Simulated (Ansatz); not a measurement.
**Nudged elastic band run: C3H9FGe**

Input file:

```yaml
crystal:
  periodic: [false, false, false]
  atoms:
    - { symbol: C, position_ang: [-1.58936, -0.248116, 1.26889] }
    - { symbol: Ge, position_ang: [0.351757, -0.455112, 1.102275] }
    - { symbol: C, position_ang: [1.016692, 0.562662, -0.470043] }
    - { symbol: C, position_ang: [0.488205, 0.12091, -1.818848] }
    - { symbol: F, position_ang: [0.65187, 1.882758, -0.267847] }
    - { symbol: H, position_ang: [-1.849868, 0.810587, 1.297887] }
    - { symbol: H, position_ang: [-2.106293, -0.709517, 0.426252] }
    - { symbol: H, position_ang: [-1.945889, -0.718007, 2.186598] }
    - { symbol: H, position_ang: [0.731054, -1.937888, 0.925817] }
    - { symbol: H, position_ang: [1.058635, 0.090819, 2.352115] }
    - { symbol: H, position_ang: [2.107861, 0.539237, -0.480242] }
    - { symbol: H, position_ang: [0.864358, 0.77873, -2.604679] }
    - { symbol: H, position_ang: [-0.602129, 0.151955, -1.848781] }
    - { symbol: H, position_ang: [0.810307, -0.898218, -2.040594] }
basis:
  gaussian: { orbitals: def2-SVP }
hamiltonian:
  xc: hf
neb:
  order_check: false
  images: 9
  f_tol: 0.05
  max_iterations: 46
  final_atoms:
    - { symbol: C, position_ang: [-1.55460771, -0.37091424, 1.28136182] }
    - { symbol: Ge, position_ang: [0.39515657, -0.43056819, 1.09787416] }
    - { symbol: C, position_ang: [0.96574164, 0.64011657, -0.47654449] }
    - { symbol: C, position_ang: [0.46222514, 0.16177107, -1.82245712] }
    - { symbol: F, position_ang: [0.49998267, 1.92686843, -0.26727432] }
    - { symbol: H, position_ang: [-1.89272586, 0.66537199, 1.31944495] }
    - { symbol: H, position_ang: [-2.04251817, -0.86402539, 0.43936195] }
    - { symbol: H, position_ang: [-1.86792442, -0.87175723, 2.19846148] }
    - { symbol: H, position_ang: [0.88386558, -1.87995187, 0.91355111] }
    - { symbol: H, position_ang: [1.06968657, 0.16332597, 2.34373336] }
    - { symbol: H, position_ang: [2.0552315, 0.7026655, -0.49593111] }
    - { symbol: H, position_ang: [0.86185302, -0.82813568, -2.0500965] }
    - { symbol: H, position_ang: [0.77860319, 0.84932997, -2.60925656] }
    - { symbol: H, position_ang: [-0.62736971, 0.1067031, -1.84342873] }
  initial_path:
    images:
      - { positions_ang: [[-1.58936, -0.248116, 1.26889], [0.351757, -0.455112, 1.102275], [1.016692, 0.562662, -0.470043], [0.488205, 0.12091, -1.818848], [0.65187, 1.882758, -0.267847], [-1.849868, 0.810587, 1.297887], [-2.106293, -0.709517, 0.426252], [-1.945889, -0.718007, 2.186598], [0.731054, -1.937888, 0.925817], [1.058635, 0.090819, 2.352115], [2.107861, 0.539237, -0.480242], [0.864358, 0.77873, -2.604679], [-0.602129, 0.151955, -1.848781], [0.810307, -0.898218, -2.040594]] }
      - { positions_ang: [[-1.56898294, -0.27932655, 1.26604927], [0.36013068, -0.4476458, 1.09516745], [0.99803965, 0.5823968, -0.4705492], [0.48486183, 0.11722035, -1.80667031], [0.62295762, 1.89645053, -0.27616451], [-1.85462541, 0.7896549, 1.30705862], [-2.08077115, -0.7295213, 0.41038285], [-1.9178854, -0.75774735, 2.17634411], [0.75738138, -1.92277064, 0.92202753], [1.05553937, 0.10433107, 2.35764283], [2.09747548, 0.56495823, -0.48084235], [0.94884665, 0.5991688, -2.56805156], [-0.51969419, 0.31722113, -1.94363627], [0.60392642, -0.86359017, -1.95995847]] }
      - { positions_ang: [[-1.54860589, -0.3105371, 1.26320855], [0.36850436, -0.44017961, 1.0880599], [0.97938729, 0.60213159, -0.47105541], [0.48151866, 0.11353071, -1.79449261], [0.59404525, 1.91014305, -0.28448203], [-1.85938281, 0.76872281, 1.31623023], [-2.05524931, -0.74952559, 0.39451371], [-1.88988181, -0.79748769, 2.16609023], [0.78370876, -1.90765328, 0.91823805], [1.05244375, 0.11784314, 2.36317067], [2.08708997, 0.59067945, -0.4814427], [1.0333353, 0.4196076, -2.53142412], [-0.43725937, 0.48248727, -2.03849153], [0.39754585, -0.82896235, -1.87932294]] }
      - { positions_ang: [[-1.52822883, -0.34174765, 1.26036782], [0.37687804, -0.43271341, 1.08095236], [0.96073494, 0.62186639, -0.47156161], [0.47817549, 0.10984106, -1.78231492], [0.56513287, 1.92383558, -0.29279954], [-1.86414022, 0.74779071, 1.32540185], [-2.02972746, -0.76952989, 0.37864456], [-1.86187821, -0.83722804, 2.15583634], [0.81003615, -1.89253593, 0.91444858], [1.04934812, 0.13135521, 2.3686985], [2.07670445, 0.61640068, -0.48204304], [1.11782396, 0.2400464, -2.49479668], [-0.35482456, 0.6477534, -2.1333468], [0.19116527, -0.79433452, -1.79868742]] }
      - { positions_ang: [[-1.50785177, -0.3729582, 1.25752709], [0.38525172, -0.42524722, 1.07384481], [0.94208258, 0.64160119, -0.47206782], [0.47483232, 0.10615142, -1.77013723], [0.53622049, 1.93752811, -0.30111705], [-1.86889762, 0.72685861, 1.33457347], [-2.00420561, -0.78953419, 0.36277541], [-1.83387462, -0.87696838, 2.14558246], [0.83636353, -1.87741857, 0.9106591], [1.0462525, 0.14486728, 2.37422633], [2.06631893, 0.64212191, -0.48264339], [1.20231261, 0.0604852, -2.45816924], [-0.27238975, 0.81301954, -2.22820206], [-0.0152153, -0.75970669, -1.71805189]] }
      - { positions_ang: [[-1.48747471, -0.40416875, 1.25468637], [0.3936254, -0.41778102, 1.06673726], [0.92343023, 0.66133599, -0.47257402], [0.47148914, 0.10246177, -1.75795954], [0.50730812, 1.95122063, -0.30943456], [-1.87365503, 0.70592651, 1.34374508], [-1.97868376, -0.80953848, 0.34690627], [-1.80587102, -0.91670873, 2.13532857], [0.86269091, -1.86230121, 0.90686963], [1.04315687, 0.15837935, 2.37975417], [2.05593341, 0.66784313, -0.48324374], [1.28680126, -0.119076, -2.4215418], [-0.18995494, 0.97828567, -2.32305733], [-0.22159588, -0.72507886, -1.63741636]] }
      - { positions_ang: [[-1.50090131, -0.39751785, 1.26002146], [0.39393163, -0.42033845, 1.07296464], [0.93189251, 0.6570921, -0.47336812], [0.46963634, 0.11432363, -1.77085905], [0.50584303, 1.94635019, -0.30100252], [-1.8774692, 0.69781561, 1.33888505], [-1.99145065, -0.82043586, 0.3653974], [-1.8182817, -0.90771843, 2.14795516], [0.86692584, -1.86583134, 0.90820593], [1.04846281, 0.15936867, 2.37255], [2.05579303, 0.67480761, -0.48578121], [1.20181161, -0.26088794, -2.34725274], [0.00375669, 0.95249453, -2.38029717], [-0.30275065, -0.55872247, -1.67861884]] }
      - { positions_ang: [[-1.51432791, -0.39086695, 1.26535655], [0.39423787, -0.42289589, 1.07919202], [0.94035479, 0.65284822, -0.47416221], [0.46778354, 0.12618549, -1.78375857], [0.50437794, 1.94147975, -0.29257047], [-1.88128336, 0.6897047, 1.33402503], [-2.00421753, -0.83133325, 0.38388854], [-1.83069238, -0.89872813, 2.16058174], [0.87116078, -1.86936147, 0.90954222], [1.05376875, 0.16035799, 2.36534584], [2.05565265, 0.68177208, -0.48831869], [1.11682197, -0.40269987, -2.27296368], [0.19746831, 0.92670339, -2.43753702], [-0.38390541, -0.39236608, -1.71982131]] }
      - { positions_ang: [[-1.52775451, -0.38421604, 1.27069164], [0.3945441, -0.42545332, 1.0854194], [0.94881707, 0.64860433, -0.4749563], [0.46593074, 0.13804735, -1.79665808], [0.50291285, 1.93660931, -0.28413842], [-1.88509753, 0.6815938, 1.329165], [-2.01698441, -0.84223063, 0.40237968], [-1.84310306, -0.88973783, 2.17320832], [0.87539571, -1.87289161, 0.91087852], [1.05907469, 0.16134732, 2.35814168], [2.05551227, 0.68873655, -0.49085616], [1.03183232, -0.54451181, -2.19867462], [0.39117994, 0.90091225, -2.49477686], [-0.46506018, -0.22600969, -1.76102378]] }
      - { positions_ang: [[-1.54118111, -0.37756514, 1.27602673], [0.39485033, -0.42801075, 1.09164678], [0.95727936, 0.64436045, -0.4757504], [0.46407794, 0.14990921, -1.8095576], [0.50144776, 1.93173887, -0.27570637], [-1.88891169, 0.67348289, 1.32430497], [-2.02975129, -0.85312801, 0.42087081], [-1.85551374, -0.88074753, 2.1858349], [0.87963064, -1.87642174, 0.91221482], [1.06438063, 0.16233664, 2.35093752], [2.05537188, 0.69570103, -0.49339364], [0.94684267, -0.68632375, -2.12438556], [0.58489156, 0.87512111, -2.55201671], [-0.54621495, -0.05965329, -1.80222626]] }
      - { positions_ang: [[-1.55460771, -0.37091424, 1.28136182], [0.39515657, -0.43056819, 1.09787416], [0.96574164, 0.64011657, -0.47654449], [0.46222514, 0.16177107, -1.82245712], [0.49998267, 1.92686843, -0.26727432], [-1.89272586, 0.66537199, 1.31944495], [-2.04251817, -0.86402539, 0.43936195], [-1.86792442, -0.87175723, 2.19846148], [0.88386558, -1.87995187, 0.91355111], [1.06968657, 0.16332597, 2.34373336], [2.0552315, 0.7026655, -0.49593111], [0.86185302, -0.82813568, -2.0500965], [0.77860319, 0.84932997, -2.60925656], [-0.62736971, 0.1067031, -1.84342873]] }
```

Launched with:

```bash
$ ansatz run input.yaml --threads 2 --pin off --max-ram 3072MiB --backend cpu --events-out ev --progress --plain --runs-dir out
```

Output, in part (warnings, iteration lines, the closing report on the highest movable image, with atoms numbered from 0):

```
NEB end point (image 0): max|allowed force component| = 1.332e-2 eV/Å (the criterion of neb.relax_end_points is 1.000e-2)
NEB end point (image 10): max|allowed force component| = 1.172e-2 eV/Å (the criterion of neb.relax_end_points is 1.000e-2)
NEB iter   1: max|band force component| = 7.634e0 eV/Å  barrier→ = 1.1760 eV  barrier← = 1.1760 eV  Δτ_max = 0.1496 Å  (375 SCF iters)
NEB iter   2: max|band force component| = 1.257e0 eV/Å  barrier→ = 0.2143 eV  barrier← = 0.2143 eV  Δτ_max = 0.1189 Å  (281 SCF iters)
NEB iter   3: max|band force component| = 8.916e-1 eV/Å  barrier→ = 0.2067 eV  barrier← = 0.2067 eV  Δτ_max = 0.0584 Å  (291 SCF iters)
NEB iter   4: max|band force component| = 1.182e-1 eV/Å  barrier→ = 0.1604 eV  barrier← = 0.1604 eV  CI = image 5  Δτ_max = 0.0165 Å  (297 SCF iters)
NEB iter   5: max|band force component| = 6.679e-2 eV/Å  barrier→ = 0.1597 eV  barrier← = 0.1597 eV  CI = image 5  Δτ_max = 0.0422 Å  (268 SCF iters)
NEB iter   6: max|band force component| = 2.909e-2 eV/Å  barrier→ = 0.1595 eV  barrier← = 0.1595 eV  CI = image 5  Δτ_max = 0.0000 Å  (587 SCF iters)
Total energy: -62401.27037152 eV, -2293.2043890533 hartree
Atom 0 at    -1.551895    -0.352053     1.280526 Å, force     0.007590    -0.003946     0.003369 eV/Å
Atom 1 at     0.398463    -0.426786     1.107306 Å, force    -0.009220    -0.000968    -0.001994 eV/Å
Atom 2 at     0.970251     0.635551    -0.470086 Å, force     0.002728    -0.013628    -0.007653 eV/Å
Atom 3 at     0.466065     0.135946    -1.827372 Å, force     0.003489    -0.004311     0.009734 eV/Å
Atom 4 at     0.500133     1.921874    -0.258039 Å, force    -0.003480     0.008682     0.003596 eV/Å
Atom 5 at    -1.877649     0.686379     1.349518 Å, force    -0.002295     0.002603    -0.000089 eV/Å
Atom 6 at    -2.039632    -0.811097     0.419347 Å, force    -0.000036     0.000099    -0.000781 eV/Å
Atom 7 at    -1.877606    -0.878674     2.178697 Å, force    -0.001523     0.002370    -0.001730 eV/Å
Atom 8 at     0.876467    -1.878391     0.912424 Å, force     0.001559    -0.001842     0.000594 eV/Å
Atom 9 at     1.071992     0.155327     2.359635 Å, force     0.000731     0.001147    -0.004136 eV/Å
Atom 10 at     2.057495     0.711082    -0.479900 Å, force     0.003799     0.003931    -0.000574 eV/Å
Atom 11 at     1.285955    -0.042759    -2.523965 Å, force    -0.002843     0.004205     0.001662 eV/Å
Atom 12 at    -0.179415     0.901113    -2.258146 Å, force     0.000810    -0.001620    -0.002022 eV/Å
Atom 13 at    -0.113425    -0.786711    -1.761144 Å, force    -0.001308     0.003277     0.000025 eV/Å
Dipole moment:     0.003802    -0.324200    -0.116792 e Å
```

The run converged. A vibrational analysis at the climbing image gives one clearly imaginary mode, 253i cm⁻¹: a first-order saddle point.

Final band (atoms are numbered from 1 in the order of the input):

| image | path coordinate (Å) | energy (eV) | dihedral Ge2–C3–C4–H14 (°) |
| --- | --- | --- | --- |
| 0 | 0.00 | 0.000 | -64 |
| 1 | 0.38 | 0.007 | -56 |
| 2 | 0.75 | 0.037 | -44 |
| 3 | 1.13 | 0.090 | -30 |
| 4 | 1.51 | 0.139 | -16 |
| 5 | 1.89 | 0.159 | -3 |
| 6 | 2.28 | 0.138 | 11 |
| 7 | 2.67 | 0.086 | 25 |
| 8 | 3.06 | 0.034 | 38 |
| 9 | 3.45 | 0.005 | 51 |
| 10 | 3.84 | 0.000 | 57 |

Time of the run: 2.3 min on 2 threads of Arm Neoverse V2, with other jobs on the host, peak memory 0.37 GiB.
